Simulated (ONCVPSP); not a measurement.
Rh (Z = 45), ONCV: configuration errors across variants

Rh (Z = 45), optimised norm-conserving Vanderbilt (ONCV), made with ONCVPSP 4.0.1 (PBE, scalar-relativistic). Core [Kr], reference 4d7 (charge +2). Waves: s scattering state at 0.47 Ha: rc 1.75 bohr, ncon 4, nbas 7, qcut 3 1/bohr, 3 projectors, debl 1.8 Ha; p scattering state at 0.18 Ha: rc 2.10 bohr, ncon 3, nbas 7, qcut 3.5 1/bohr, 1 projector; 4d: rc 2.10 bohr, ncon 4, nbas 8, qcut 8 1/bohr, 2 projectors, debl 1.9 Ha. Local part: polynomial inside 1.25 bohr (lpopt 5, dvloc0 4 Ha). Core correction: Teter function, fcfact 3, rcfact 1.65.

In the s channel the program set the typed energies aside and used 0.050, 1.850, 3.650 Ha. In the p channel the program set the typed energies aside and used 0.050 Ha.

All-electron excitation energies from the reference (eV): (1) 4d8 5s1 -26.971; (2) 4d8 -19.511; (3) 4d6 32.505; (4) 4d9 -27.881.

Errors AE − PS in meV (a dash: test not solved or not reliable):

| change | (1) | (2) | (3) | (4) | bound ghosts | GHOST(+) flags above zero |
| --- | --- | --- | --- | --- | --- | --- |
| base | -208 | -99 | -152 | -286 | none | s |
| s: nproj 2 | -254 | -99 | -152 | -286 | none | s |
| local potential polynomial inside 1.25 bohr (lpopt 5, dvloc0 8.5 Ha) | -208 | -99 | -152 | -286 | none | s, p |

Question: Give the same row for: d: qcut 5.8.

Answer: -181, -81, -113, -239; bound ghosts: none; GHOST(+) flags above zero: s.
